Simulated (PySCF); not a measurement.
A calculated (r2SCAN, PySCF 2.14, 6-31G*, no relativity, point nucleus) atom or ion has these occupied shells.

```csv
shell,electrons,orbital energy (eV),"rms radius, mean of both spins (bohr)"
1s α,1,-8147.0,0.0635
1s β,1,-8147.0,0.0635
2s α,1,-972.24,0.269
2s β,1,-970.76,0.269
2p α,3,-846.94,0.240
2p β,3,-845.84,0.240
3s α,1,-111.37,0.806
3s β,1,-107.81,0.806
3p α,3,-72.576,0.855
3p β,3,-69.186,0.855
3d α,5,-8.406,1.07
3d β,3,-6.770,1.07
4s α,1,-5.405,3.22
4s β,1,-5.092,3.22
```

Task: Name the element and its charge.

Result: Ni (nickel, neutral), in [Ar] 3d8 4s2, high-spin 3F determinant.
